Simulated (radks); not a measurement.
Coulomb parameter of the 5d shell of neutral rhenium in the model configuration [Xe] 4f14 5d6 6s1, as a second difference U = [E(n + 0.5) + E(n - 0.5) - 2 E(n)] / (0.5)^2 with all orbitals relaxed. "Bare": the charge of the atom changes with n. "Screened": the 6s shell takes up the change at fixed total charge, which measures U(5d,5d) + U(6s,6s) - 2 U(5d,6s). Method: scalar-relativistic Kohn-Sham, PBEsol, spin-unpolarised, spherical densities, finite nucleus; Fermi nuclear charge, rms radius 5.3698 fm; computed with a radial shooting solver on a logarithmic mesh with Libxc functionals.

| case | configuration | E - E(n) (eV) |
|---|---|---|
| start | [Xe] 4f14 5d6 6s1 | 0.000 |
| bare +0.5 | [Xe] 4f14 5d6.5 6s1 | -1.090 |
| bare -0.5 | [Xe] 4f14 5d5.5 6s1 | 3.050 |
| screened +0.5 | [Xe] 4f14 5d6.5 6s0.5 | 0.723 |
| screened -0.5 | [Xe] 4f14 5d5.5 6s1.5 | -0.563 |

U(bare) = 7.841 eV, U(screened by 6s) = 0.642 eV, against the Slater integral F0(5d,5d) = 12.345 eV with frozen orbitals. The step up makes a negative ion, whose loosely bound charge lowers the bare value.
